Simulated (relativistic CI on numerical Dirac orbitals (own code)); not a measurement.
Computed by Dirac-Coulomb-Breit CI, orbitals from a KLI potential per configuration, a model potential for QED, unscaled Slater integrals (own radial code, finite nucleus).

Configurations in the expansion (outside the closed core 1s2): 2s², 2s2p, 2p², 2p3s, 2p3p, 2s3s, 2s3p, 2s3d, 2s4s, 2s4p, 2s4d, 2s4f, 2s5s, 3s², 2s5p, 2s5d, 2s5f, 2s5g, 3s3p, 3p². Levels of other configurations are missing.

At this charge energies of transitions that change n are usually good to better than 1 %, and those within a shell (Δn = 0) to a few per cent.

Outline of the computed level scheme of Ag XLIV. Lowest level of each configuration: 2s² ¹S0 at 0.00 eV; 2s2p ³P°0 at 86.82 eV; 2p² ³P0 at 251.47 eV; 2s3s ³S1 at 3994.06 eV; 2s3p ³P°0 at 4036.86 eV; 2p3s ³P°0 at 4104.87 eV; 2s3d ³D1 at 4112.58 eV; 2p3p ³D1 at 4135.23 eV; 2s4s ³S1 at 5369.21 eV.

Some strong electric-dipole decays among the lowest 36 levels: 2s3d ³D3 → 2s2p ³P°2 (2.7e+14 s⁻¹); 2s3d ³D2 → 2s2p ³P°1 (2.2e+14 s⁻¹); 2s3d ¹D2 → 2s2p ¹P°1 (2.2e+14 s⁻¹); 2s3d ³D1 → 2s2p ³P°0 (1.9e+14 s⁻¹); 2s3d ³D1 → 2s2p ³P°1 (1.3e+14 s⁻¹); 2p3p ³P0 → 2s2p ³P°1 (9.9e+13 s⁻¹); 2p3p ¹S0 → 2s2p ¹P°1 (8.9e+13 s⁻¹); 2p3p ³D3 → 2s2p ³P°2 (7.2e+13 s⁻¹).

LS names give the leading component of a level, which can be under half, so a name can repeat, a term be missing and a line seem to break the LS rules.
